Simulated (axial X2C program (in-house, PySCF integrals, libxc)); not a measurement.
**Bond lengths and stretching modes, held linear, of TaNC⁻**

Calculated with an axial X2C code built on PySCF integrals: two-component X2C with atomic mean-field Coulomb and Gaunt terms, Gaussian nuclei, basis Ta dyall-v3z, N dyall-av3z, C dyall-v3z with contracted cores. Spin-free rows use the one-electron spin-free X2C Hamiltonian.

Masses Ta 180.948, N 14.003, C 12.000 u. States: 2c Ω = 1/2 (beyond evenly filled blocks: ω = 1/2); spin-free M_S = 3/2, Λ = 2 (beyond evenly filled blocks: π+α, π-α, δ+α).

PBE0, spin-free: energies above the lowest point

| r(Ta–N) (Å) | r(N–C) (Å) | E (meV) |
| --- | --- | --- |
| 1.9841 | 1.1515 | 67.54 |
| 1.9841 | 1.1810 | 15.49 |
| 1.9841 | 1.2105 | 48.43 |
| 2.0350 | 1.1515 | 42.61 |
| 2.0350 | 1.1810 | 0.00 |
| 2.0350 | 1.2105 | 43.12 |
| 2.0350 | 1.2401 | 156.20 |
| 2.0859 | 1.1515 | 50.51 |
| 2.0859 | 1.1810 | 15.56 |
| 2.0859 | 1.2105 | 66.95 |
| 2.1368 | 1.1810 | 54.86 |
| 2.1368 | 1.2401 | 242.22 |

Question: Fit a quadratic surface with cubic terms in each bond: where is the minimum, and what are the two stretching wavenumbers?

Answer: At PBE0, spin-free: bonds 2.033 and 1.180 Å; harmonic stretches 378.1 and 2008.0 cm⁻¹; force constants 1.92, 15.8 and coupling 0.89 mdyn/Å.

The other levels and Hamiltonians give:

| Hamiltonian | level | r(Ta–N) (Å) | r(N–C) (Å) | lower stretch (cm⁻¹) | upper stretch (cm⁻¹) |
| --- | --- | --- | --- | --- | --- |
| 2c | PBE0 | 2.032 | 1.180 | 376.5 | 2008.9 |
| 2c | HF | 2.219 | 1.147 | 202.2 | 2206.2 |
| 2c | BHandHLYP | 2.097 | 1.162 | 334.0 | 2116.8 |
| 2c | MP2 | 2.123 | 1.177 | 334.3 | 2387.3 |
| spin-free | HF | 2.229 | 1.148 | 180.7 | 2215.9 |
| spin-free | BHandHLYP | 2.096 | 1.163 | 335.4 | 2113.5 |
| spin-free | MP2 | 2.121 | 1.179 | 333.5 | 2350.7 |

Each state is one determinant, the lowest of a limited PBE0 search; the stretches come from a fit to these few points and carry an uncertainty of a few per cent. Other orders of the atoms were not compared. The levels spread by more than a fifth, so the stretches depend strongly on the method. MP2 freezes inner shells (threshold -2 hartree). For an anion the highest level of a functional can be positive, and the basis then holds the extra electron. The molecule was held linear; bending was not examined, so a bent shape may lie lower. Note: functional without a current term on a determinant with orbital currents, of the molecule or an atom. Note: several unpaired electrons, one determinant need not be a pure state.
